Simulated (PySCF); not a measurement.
Quadrupolar nuclei of [ICl4]- in NMR

[ICl4]- (charge -1).
Cartesian coordinates in Å at the PBE0-D3(BJ)/def2-SVP level; atoms count from 1:
```
atom  x, y, z in Å
I1    -0.001    0.001    0.000
Cl2    2.533   -0.030    0.004
Cl3    0.033    2.535    0.008
Cl4   -2.536    0.027   -0.003
Cl5   -0.029   -2.533   -0.009
```

Computed at PBE0/pcSseg-1 (def2-TZVP on I) (PySCF, non-relativistic but for the core potentials past Kr):

| atom | environment | nucleus | spin I | Q (b) | CQ = χzz (MHz) | η |
| --- | --- | --- | --- | --- | --- | --- |
| Cl2 | chlorine bonded to I | 35Cl | 3/2 | -0.0817 | -51.979 | 0.063 |

Q: Work back to Vxx, Vyy and Vzz; CQ/MHz = 234.96 (Q/b)(Vzz/au).

A: Vxx = −Vzz(1 − η)/2 and Vyy = −Vzz(1 + η)/2, in au:

| atom | Vxx (au) | Vyy (au) | Vzz (au) | Vzz (10²¹ V/m²) |
| --- | --- | --- | --- | --- |
| Cl2 | -1.269 | -1.439 | 2.708 | 26.31 |

Q: Give the quadrupolar product PQ = |CQ|√(1 + η²/3), the quadrupolar frequency νQ = 3|CQ|/[2I(2I − 1)] and the Larmor frequency ν0 = |g| × 7.62259 MHz/T × B at 21.15 T, with g(35Cl) = 0.54792.

A: 
```csv
atom,PQ (MHz),νQ (MHz),ν0 (MHz),νQ/ν0
Cl2,52.01,25.99,88.33,0.294
```

For Cl2: PQ = 51.98 × 1.0007, νQ = 51.98 × 0.5000, ν0 = 4.1765 MHz/T × 21.15 T.

The couplings are those of the rigid, isolated species; surroundings and motion change them. Atoms past krypton carry effective core potentials; spin–orbit coupling is left out. The pcSseg-1 basis has no diffuse functions, a weakness for an anion. With so small a basis the couplings can be 20 % off.
